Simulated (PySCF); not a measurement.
**Simulated absorption spectrum**

Species: (ClSi)4NH6 adamantane, Cl4H6N6Si4.
Z-matrix (Å and degrees, PBE0-D3(BJ)/def2-SVP geometry), rows numbered from 1:
```
Si
Cl  1  2.0481
N   1  1.7458  2  110.99
Si  3  1.7380  1  112.54  2  -177.10
Cl  4  2.0472  3  111.59  1   179.38
N   4  1.7398  3  109.15  1    55.88
Si  6  1.7437  4  113.91  3   -55.98
Cl  7  2.0494  6  111.23  4   178.30
N   7  1.7422  6  108.28  4    55.86
N   7  1.7400  6  105.65  4   -60.59
Si 10  1.7436  7  112.51  6    60.11
Cl 11  2.0481 10  110.81  7   176.37
N   1  1.7373  2  112.92  3   120.33
N  11  1.7348 10  107.71  7   -59.17
H   3  1.0178  1  115.66  2   -39.06
H   6  1.0202  4  113.72  3   171.83
H   9  1.0191  1  115.76  2    43.35
H  10  1.0180  7  117.10  6  -163.14
H  13  1.0191  1  113.24  2    43.50
H  14  1.0205  4  113.59  3   -69.35
```

The calculation used TDDFT PBE0/def2-SVPD, vertical, gas phase, core orbitals frozen in the response (PySCF 2.14.0, density-fitted response routines).

Computed states:

| state | E (eV) | f |
| --- | --- | --- |
| S1 | 5.57 | 0.0005 |
| S2 | 5.65 | 0.0012 |
| S3 | 6.21 | 0.0024 |
| S4 | 6.47 | 0.011 |
| S5 | 6.56 | 0.029 |
| S6 | 6.63 | 0.0029 |
| S7 | 7.00 | 0.0049 |
| S8 | 7.05 | 0.0053 |
| S9 | 7.12 | 0.0037 |
| S10 | 7.30 | 0.012 |

Broadening: Gaussians 0.25 eV wide at half height, area fixed by f = 4.319×10⁻⁹ ∫ε dν̃. The cross-section is σ = 3.8235×10⁻²¹ ε cm², given in Mb (10⁻¹⁸ cm²). The width is an assumption, not a result. The curve ends short of the highest state used, and states not computed would add to its high-energy end.

Q: Give the broadened spectrum and its maxima.

A: 
λ (nm), σ (Mb) and a bar:
```
    185.0       6.09 ###########
    186.8      11.54 ######################
    188.7      16.00 ##############################
    190.5      15.99 ##############################
    192.4      11.87 ######################
    194.3       6.78 #############
    196.1       3.44 ######
    198.0       1.81 ###
    199.8       1.24 ##
    201.7       0.88 ##
    203.5       0.55 #
    205.4       0.27 #
    207.2       0.11 
    209.1       0.05 
    210.9       0.06 
    212.8       0.14 
    214.6       0.28 #
    216.5       0.46 #
    218.3       0.60 #
    220.2       0.67 #
    222.0       0.62 #
    223.9       0.48 #
    225.7       0.33 #
    227.6       0.19 
    229.4       0.10 
    231.3       0.04 
    233.2       0.02 
    235.0       0.01 
    236.9       0.00 
    238.7       0.00
```

Maxima: 220 nm (5.63 eV), ε about 170, made up of S1 (27%) and S2 (73%); 190 nm (6.54 eV), ε about 4300, made up of S4 (23%) and S5 (72%) (ε in L mol⁻¹ cm⁻¹; maxima over ε = 5, shares over 10%).

Q: On this curve, what absorbance would a 10⁻⁴ mol/L sample give at 222 nm over a 1 cm path?

A: 222 nm is 5.585 eV, where ε is about 160 L mol⁻¹ cm⁻¹, so A = ε c l ≈ 0.016 (Beer–Lambert, with the gas-phase spectrum and the assumed width).

Q: Coming from long wavelengths, where does ε first pass 100 L mol⁻¹ cm⁻¹?

A: At about 225 nm (5.51 eV), 0.06 eV below S1.

Q: What would ε be at 6.54 eV, the highest of these maxima, with half the width (0.125 eV)?

A: About 7240 L mol⁻¹ cm⁻¹ against 4340, a factor of about 1.7; a lone state at its own centre would give exactly 2.

The vertical ionisation energy (ΔSCF) is 9.30 eV, 2.00 eV above S10.

Hardware: an Intel Xeon 6975P-C with 2 threads, shared host with 192 logical CPUs at a one-minute load of 44. Cost: 8.0 min wall, 18 min CPU (with the writing of density and orbital grids), 3.4 GiB resident at most.

One conformer stands for the species.
